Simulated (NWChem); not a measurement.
System: C3H6N2; SMILES C(=C(N)N)=C

Input file for NWChem:

```
start job
memory heap 200 mb stack 900 mb global 1100 mb
geometry units angstroms noautoz
  C      0.000000     0.000000     2.213953
  C      0.000000     0.000000     0.894345
  C      0.000000     0.000000    -0.441358
  N      0.024649    -1.168729    -1.232377
  N     -0.024649     1.168729    -1.232377
  H      0.920877    -0.170888     2.808238
  H     -0.920877     0.170888     2.808238
  H     -0.006006    -2.022513    -0.669732
  H     -0.735584    -1.169577    -1.924683
  H      0.006006     2.022513    -0.669732
  H      0.735584     1.169577    -1.924683
end
basis spherical
  * library def2-svp
end
dft
  xc r2scan
  grid coarse
  iterations 150
  mulliken
end
task dft gradient
```

Parts of the log:

```
             Northwest Computational Chemistry Package (NWChem) 7.3.0
             --------------------------------------------------------

 C2  symmetry detected

                             Geometry "geometry" -> ""
                             -------------------------

 Output coordinates in angstroms (scale by  1.889725989 to convert to a.u.)

  No.       Tag          Charge          X              Y              Z
 ---- ---------------- ---------- -------------- -------------- --------------
    1 C                    6.0000     0.00000000     0.00000000     2.23563700
    2 C                    6.0000     0.00000000     0.00000000     0.91602900
    3 C                    6.0000     0.00000000     0.00000000    -0.41967400
    4 N                    7.0000     0.04059264    -1.16828391    -1.21069300
    5 N                    7.0000    -0.04059264     1.16828391    -1.21069300
    6 H                    1.0000     0.92312285    -0.15830781     2.82992200
    7 H                    1.0000    -0.92312285     0.15830781     2.82992200
    8 H                    1.0000     0.02158938    -2.02240669    -0.64804800
    9 H                    1.0000    -0.71955803    -1.17950431    -1.90299900
   10 H                    1.0000    -0.02158938     2.02240669    -0.64804800
   11 H                    1.0000     0.71955803     1.17950431    -1.90299900

 Effective nuclear repulsion energy (a.u.)     159.1461874782

      Symmetry information
      --------------------

 Group name             C2
 Group number              4
 Group order               2
 No. of unique centers     7

                                 NWChem DFT Module
                                 -----------------

 Summary of "ao basis" -> "ao basis" (spherical)
 ------------------------------------------------------------------------------
       Tag                 Description            Shells   Functions and Types
 ---------------- ------------------------------  ------  ---------------------
 C                          def2-svp                 6       14   3s2p1d
 N                          def2-svp                 6       14   3s2p1d
 H                          def2-svp                 3        5   2s1p

      Symmetry analysis of basis
      --------------------------

        a          53
        b          47

            General Information
            -------------------
          SCF calculation type: DFT
          Wavefunction type:  closed shell.
          No. of atoms     :    11
          No. of electrons :    38
           Alpha electrons :    19
            Beta electrons :    19
          Charge           :     0
          Spin multiplicity:     1
          Use of symmetry is: on ; symmetry adaption is: on
          Maximum number of iterations: 150
          AO basis - number of functions:   100
                     number of shells:    48
          Convergence on energy requested:  1.00D-06
          Convergence on density requested:  1.00D-05
          Convergence on gradient requested:  5.00D-04

              XC Information
              --------------
                      r^2SCAN Method XC Functional
               r^2SCAN metaGGA Exchange Functional  1.000
                     r^2SCAN Correlation Potential  1.000

             Grid Information
             ----------------
          Grid used for XC integration:  coarse
          Radial quadrature: Mura-Knowles
          Angular quadrature: Lebedev.
          Tag              B.-S. Rad. Rad. Pts. Rad. Cut. Ang. Pts.
          ---              ---------- --------- --------- ---------
          C                   0.70       35          11.0       302
          N                   0.65       35          11.0       302
          H                   0.35       35          12.0       302
          Grid pruning is: on
          Number of quadrature shells:   245
          Spatial weights used:  Erf1

      Superposition of Atomic Density Guess
      -------------------------------------

 Sum of atomic energies:        -224.35846882

      Non-variational initial energy
      ------------------------------

 Total energy =    -227.338477
 1-e energy   =    -616.613137
 2-e energy   =     230.128472
 HOMO         =      -0.213138
 LUMO         =      -0.000612

      Symmetry analysis of molecular orbitals - initial
      -------------------------------------------------

  Numbering of irreducible representations:

     1 a           2 b

  Orbital symmetries:

     1 a           2 b           3 a           4 a           5 a
     6 a           7 b           8 a           9 a          10 a
    11 b          12 a          13 b          14 b          15 a
    16 b          17 a          18 b          19 b          20 b
    21 b          22 a          23 a          24 b          25 a
    26 b          27 b          28 a          29 a

     ---------------------------------------------
      Total Density - Mulliken Population Analysis
     ---------------------------------------------

    Atom       Charge   Shell Charges
 -----------   ------   -------------------------------------------------------
    1 C    6     6.30   1.99  0.96  0.32  1.95  1.04  0.03
    2 C    6     6.18   1.99  0.99  0.31  2.02  0.83  0.03
    3 C    6     5.79   1.99  0.91  0.20  1.73  0.86  0.08
    4 N    7     7.44   1.99  1.04  0.42  2.47  1.51  0.01
    5 N    7     7.44   1.99  1.04  0.42  2.47  1.51  0.01
    6 H    1     0.89   0.66  0.20  0.02
    7 H    1     0.89   0.66  0.20  0.02
    8 H    1     0.78   0.60  0.13  0.04
    9 H    1     0.77   0.59  0.13  0.04
   10 H    1     0.78   0.60  0.13  0.04
   11 H    1     0.77   0.59  0.13  0.04

   convergence    iter        energy       DeltaE   RMS-Dens  Diis-err
 ---------------- ----- ----------------- --------- --------- ---------
 d= 0,ls=0.0,diis     1   -227.0099816428 -3.86D+02  1.09D-02  4.57D-01
 d= 0,ls=0.0,diis     2   -227.0158373658 -5.86D-03  6.90D-03  4.08D-01
 d= 0,ls=0.0,diis     3   -227.0521750014 -3.63D-02  3.20D-03  9.40D-02
 d= 0,ls=0.0,diis     4   -227.0620570369 -9.88D-03  1.23D-03  2.05D-02
 d= 0,ls=0.0,diis     5   -227.0647389437 -2.68D-03  1.94D-04  4.28D-04
  Resetting Diis
 d= 0,ls=0.0,diis     6   -227.0647909446 -5.20D-05  5.61D-05  2.81D-05
 d= 0,ls=0.0,diis     7   -227.0647936197 -2.68D-06  6.80D-05  9.32D-06
 d= 0,ls=0.0,diis     8   -227.0647874893  6.13D-06  4.89D-05  5.20D-05
 d= 0,ls=0.0,diis     9   -227.0647949330 -7.44D-06  2.35D-06  3.09D-08
 d= 0,ls=0.0,diis    10   -227.0647949348 -1.79D-09  1.10D-06  1.50D-08

         Total DFT energy =     -227.064794934835
      One electron energy =     -621.153138051149
           Coulomb energy =      267.035083283180
    Exchange-Corr. energy =      -32.092927645106
 Nuclear repulsion energy =      159.146187478240

 Numeric. integr. density =       37.999997436362

                  Occupations of the irreducible representations
                  ----------------------------------------------

                     irrep           alpha         beta
                     --------     --------     --------
                     a                11.0         11.0
                     b                 8.0          8.0

                       DFT Final Molecular Orbital Analysis
                       ------------------------------------

 Vector   17  Occ=2.000000D+00  E=-2.348988D-01  Symmetry=b
              MO Center=  1.6D-15, -1.5D-14,  1.4D+00, r^2= 2.1D+00
   Bfn.  Coefficient  Atom+Function         Bfn.  Coefficient  Atom+Function
  ----- ------------  ---------------      ----- ------------  ---------------
     5      0.407514   1 C  py               19      0.375510   2 C  py
     8      0.281685   1 C  py               22      0.243114   2 C  py
    48     -0.109472   4 N  pz               62      0.109472   5 N  pz
     4      0.088236   1 C  px               32     -0.074182   3 C  px
    51      0.073883   4 N  pz               65     -0.073883   5 N  pz

 Vector   18  Occ=2.000000D+00  E=-2.324103D-01  Symmetry=a
              MO Center= -4.3D-16,  7.7D-15, -1.3D+00, r^2= 2.2D+00
   Bfn.  Coefficient  Atom+Function         Bfn.  Coefficient  Atom+Function
  ----- ------------  ---------------      ----- ------------  ---------------
    46      0.359163   4 N  px               60     -0.359163   5 N  px
    49     -0.300695   4 N  px               63      0.300695   5 N  px
    48     -0.206149   4 N  pz               62     -0.206149   5 N  pz
    51      0.164038   4 N  pz               65      0.164038   5 N  pz
    23      0.127845   2 C  pz               31      0.114606   3 C  s

 Vector   19  Occ=2.000000D+00  E=-1.659272D-01  Symmetry=b
              MO Center=  4.9D-16,  5.8D-16,  1.6D-01, r^2= 3.2D+00
   Bfn.  Coefficient  Atom+Function         Bfn.  Coefficient  Atom+Function
  ----- ------------  ---------------      ----- ------------  ---------------
    18      0.405114   2 C  px               21      0.324096   2 C  px
    32      0.261843   3 C  px               46      0.210219   4 N  px
    60      0.210219   5 N  px               49     -0.177153   4 N  px
    63     -0.177153   5 N  px               45     -0.171749   4 N  s
    59      0.171749   5 N  s                35      0.164454   3 C  px

 Vector   20  Occ=0.000000D+00  E=-1.207430D-02  Symmetry=b
              MO Center=  2.2D-16, -9.5D-16,  1.2D+00, r^2= 2.9D+00
   Bfn.  Coefficient  Atom+Function         Bfn.  Coefficient  Atom+Function
  ----- ------------  ---------------      ----- ------------  ---------------
     8      0.540696   1 C  py               22     -0.493476   2 C  py
    19     -0.424773   2 C  py                5      0.409039   1 C  py
    45     -0.237538   4 N  s                59      0.237538   5 N  s
    36     -0.165143   3 C  py               51     -0.124198   4 N  pz
    65      0.124198   5 N  pz               48      0.122970   4 N  pz

 Vector   21  Occ=0.000000D+00  E= 2.859454D-02  Symmetry=b
              MO Center=  3.0D-16, -6.4D-16,  2.2D-01, r^2= 4.1D+00
   Bfn.  Coefficient  Atom+Function         Bfn.  Coefficient  Atom+Function
  ----- ------------  ---------------      ----- ------------  ---------------
    35      0.557895   3 C  px               32      0.480510   3 C  px
    21     -0.474486   2 C  px               72      0.383081   6 H  s
    77     -0.383081   7 H  s                18     -0.373353   2 C  px
    87      0.343244   9 H  s                97     -0.343244  11 H  s
    45     -0.293217   4 N  s                59      0.293217   5 N  s

 Vector   22  Occ=0.000000D+00  E= 6.227948D-02  Symmetry=a
              MO Center=  5.2D-15, -1.1D-14, -1.0D+00, r^2= 6.5D+00
   Bfn.  Coefficient  Atom+Function         Bfn.  Coefficient  Atom+Function
  ----- ------------  ---------------      ----- ------------  ---------------
    45      0.964784   4 N  s                59      0.964784   5 N  s
    82     -0.683636   8 H  s                92     -0.683636  10 H  s
    87     -0.578789   9 H  s                97     -0.578789  11 H  s
    17     -0.393652   2 C  s                37      0.342104   3 C  pz
    44      0.212846   4 N  s                58      0.212846   5 N  s

     ---------------------------------------------
      Total Density - Mulliken Population Analysis
     ---------------------------------------------

    Atom       Charge   Shell Charges
 -----------   ------   -------------------------------------------------------
    1 C    6     6.26   1.99  0.90  0.34  2.04  0.96  0.03
    2 C    6     5.94   1.99  0.92  0.32  2.04  0.65  0.03
    3 C    6     6.06   1.99  0.92  0.20  2.05  0.82  0.08
    4 N    7     7.19   1.99  1.01  0.42  2.43  1.33  0.02
    5 N    7     7.19   1.99  1.01  0.42  2.43  1.33  0.02
    6 H    1     0.94   0.73  0.18  0.03
    7 H    1     0.94   0.73  0.18  0.03
    8 H    1     0.87   0.72  0.11  0.05
    9 H    1     0.87   0.71  0.11  0.05
   10 H    1     0.87   0.72  0.11  0.05
   11 H    1     0.87   0.71  0.11  0.05

     -------------------------------------------
      Total Density - Lowdin Population Analysis
     -------------------------------------------

    Atom       Charge   Shell Charges
 -----------   ------   -------------------------------------------------------
    1 C    6     6.09   1.97  0.60  0.33  1.83  1.29  0.08
    2 C    6     6.13   1.97  0.64  0.31  1.88  1.27  0.07
    3 C    6     6.00   1.96  0.59  0.28  1.88  1.10  0.18
    4 N    7     7.07   1.97  0.73  0.43  2.23  1.67  0.04
    5 N    7     7.07   1.97  0.73  0.43  2.23  1.67  0.04
    6 H    1     0.97   0.63  0.27  0.07
    7 H    1     0.97   0.63  0.27  0.07
    8 H    1     0.92   0.60  0.21  0.12
    9 H    1     0.93   0.59  0.21  0.12
   10 H    1     0.92   0.60  0.21  0.12
   11 H    1     0.93   0.59  0.21  0.12

     Multipole analysis of the density
     ---------------------------------

     L   x y z        total         alpha         beta         nuclear
     -   - - -        -----         -----         ----         -------
     0   0 0 0     -0.000000    -19.000000    -19.000000     38.000000

     1   1 0 0     -0.000000     -0.000000     -0.000000      0.000000
     1   0 1 0     -0.000000     -0.000000     -0.000000      0.000000
     1   0 0 1     -0.347644     -0.173822     -0.173822      0.000000

     2   2 0 0    -23.275111    -16.572481    -16.572481      9.869850
     2   1 1 0      2.055897     -0.139631     -0.139631      2.335159
     2   1 0 1      0.000000      0.000000      0.000000      0.000000
     2   0 2 0    -19.172465    -63.368717    -63.368717    107.564968
     2   0 1 1     -0.000000     -0.000000     -0.000000      0.000000
     2   0 0 2    -21.448457   -154.817378   -154.817378    288.186299

            General Information
            -------------------
          SCF calculation type: DFT
          Wavefunction type:  closed shell.
          No. of atoms     :    11
          No. of electrons :    38
           Alpha electrons :    19
            Beta electrons :    19
          Charge           :     0
          Spin multiplicity:     1
          Use of symmetry is: on ; symmetry adaption is: on
          Maximum number of iterations: 150
          AO basis - number of functions:   100
                     number of shells:    48
          Convergence on energy requested:  1.00D-06
          Convergence on density requested:  1.00D-05
          Convergence on gradient requested:  5.00D-04

              XC Information
              --------------
                      r^2SCAN Method XC Functional
               r^2SCAN metaGGA Exchange Functional  1.000
                     r^2SCAN Correlation Potential  1.000

[...]

                         DFT ENERGY GRADIENTS

    atom               coordinates                        gradient
                 x          y          z           x          y          z
   1 C       0.000000   0.000000   4.224741    0.000000   0.000000   0.002557
   2 C       0.000000   0.000000   1.731044    0.000000   0.000000   0.000402
   3 C       0.000000   0.000000  -0.793069    0.000000   0.000000  -0.003539
   4 N       0.076709  -2.207736  -2.287878    0.004380   0.001143  -0.001120
   5 N      -0.076709   2.207736  -2.287878   -0.004380  -0.001143  -0.001120
   6 H       1.744449  -0.299158   5.347777    0.003614  -0.000955   0.002640
   7 H      -1.744449   0.299158   5.347777   -0.003614   0.000955   0.002640
   8 H       0.040798  -3.821794  -1.224633    0.000167  -0.005253   0.003110
   9 H      -1.359768  -2.228940  -3.596147   -0.004447  -0.000230  -0.004341
  10 H      -0.040798   3.821794  -1.224633   -0.000167   0.005253   0.003110
  11 H       1.359768   2.228940  -3.596147    0.004447   0.000230  -0.004341
```

Level: r2SCAN/def2-SVP. All runs use the structure optimised with PBE-D3(BJ)/def2-SVP.
